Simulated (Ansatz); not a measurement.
`[NH2][W]([NH2])(=[O])=[S]` + `[F][Y]([Cl])[Cl]` → `[NH2][W](=[O])([F])=[S]` + `[NH2][Y]([Cl])[Cl]`  (redistribution)

Program: Ansatz. Geometries: PBE0-D4/def2-TZVP. ΔE: electronic, gas phase. CCSD(T)/CBS adds triple-zeta CCSD(T) − MP2 to the extrapolated MP2 energy (def2 sets, frozen cores). Functionals use def2-TZVPP. HSE06 is defined as in plane-wave codes. def2 core potentials past Kr. For W, Y outer-core shells are correlated without core-valence functions, which leaves a few kJ/mol of doubt a bond. One conformer a species, not always the lowest.

```json
{"level": "PBE-D4", "ΔE (eV)": "0.66"}
{"level": "r2SCAN0-D4", "ΔE (eV)": "0.68"}
{"level": "HSE06-D4", "ΔE (eV)": "0.69"}
{"level": "ωB97X-V", "ΔE (eV)": "0.69"}
{"level": "BHLYP", "ΔE (eV)": "0.68"}
{"level": "MP2/def2-TZVPP", "ΔE (eV)": "0.69"}
{"level": "SCS-MP2/def2-TZVPP", "ΔE (eV)": "0.66"}
{"level": "MP2/def2-QZVPP", "ΔE (eV)": "0.75"}
```

Task: What does CCSD(T)/CBS give? (Estimate.)

Result: Ansatz gave: +0.74 eV. The listed levels differ from it by -0.08, -0.06, -0.05, -0.05, -0.06, -0.05, -0.08, 0.01 eV.

Largest T1 diagnostic among the species: 0.022, so the coupled-cluster value is less sure than usual.

From BLYP to BHLYP (50 % exact exchange), in def2-TZVPP and without D4, ΔE moves by +0.08 eV. The D4 term adds +0.05 eV with B3LYP and +0.02 eV with PBE0; it sums over pairs of atoms, weighted by their polarisabilities, and B3LYP, whose exchange is more repulsive, gets the larger term. Leaving LDA and LC-ωPBE aside and taking each functional with its dispersion term where it has one, the values, not all of them listed here, spread over 0.11 eV, from B97M-V to BHLYP-D4. LDA lies +0.05 eV from PBE without D4.

B3LYP here is the variant with VWN-RPA as its local correlation; programs differ in this.
